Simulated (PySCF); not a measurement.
# Polarisability and C₆ of Ga²⁺ (gallium, charge +2)

[Ar] 3d10 4s1, 2S determinant. Calculation: PySCF 2.14, in aug-cc-pV5Z-PP with ECP10MDF; scalar relativity through the core potential. Coupled (time-dependent) response in atomic units; α is the mean over directions.

| method | mean α (bohr³) | C₆ (like pair) | S(−4) |
| --- | --- | --- | --- |
| PBE0 | 9.904 | 29.55 | 83.94 |
| PW91 | 9.294 | 27.63 | 71.35 |

S(−4) is the Cauchy moment in α(ω) = α(0) + S(−4) ω² + …

α(iu) at PBE0:

| u (hartree) | α(iu) (bohr³) |
| --- | --- |
| 0 | 9.904 |
| 0.0500 | 9.699 |
| 0.100 | 9.139 |
| 0.200 | 7.488 |
| 0.300 | 5.873 |
| 0.500 | 3.737 |
| 0.750 | 2.443 |
| 1.00 | 1.790 |
| 1.50 | 1.152 |
| 2.00 | 0.8349 |
| 3.00 | 0.5120 |
| 5.00 | 0.2512 |

A single London oscillator, α(iu) = α/(1 + u²/ω²), gives C₆ = (3/4) ω α². Matching the computed C₆ needs ω = 4 × 29.55 / (3 × 9.904²) = 0.402 hartree.

For an ion, C₆ is the dispersion term alone; charge-induced terms of lower order in 1/R come first.

Energies and moments cover only the electrons outside the core potential.
